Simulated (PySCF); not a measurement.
# Excitation energy of Nb by level of theory

Nb [Kr] 4d4 5s1 (6D) → Nb [Kr] 4d4 5p1 (high-spin determinant), as a difference of total energies. All numbers are calculated (PySCF 2.14, the spin-free X2C one-electron Hamiltonian (Gaussian nucleus), in aug-cc-pVTZ-DK). Correlated levels: valence: [Kr] frozen. The calculations carry no spin-orbit coupling.

```json
{"method": "UHF", "excitation energy (eV)": "2.680"}
{"method": "MP2 (valence)", "excitation energy (eV)": "2.888"}
{"method": "SCS-MP2 (valence)", "excitation energy (eV)": "2.749"}
{"method": "CCSD (valence)", "excitation energy (eV)": "2.831"}
{"method": "CCSD(T) (valence)", "excitation energy (eV)": "2.802"}
```

**Question.** How much does correlation contribute at CCSD(T) (valence)?

**Answer.** 2.802 − (2.680) = 0.122 eV, measured against UHF.

A first-order spin-orbit estimate (lowest level to lowest level, LS coupling) adds -0.027 eV.

The determinant of the upper state mixes LS terms, which raises its energy above the lowest term, most at the Hartree-Fock and MP2 levels.
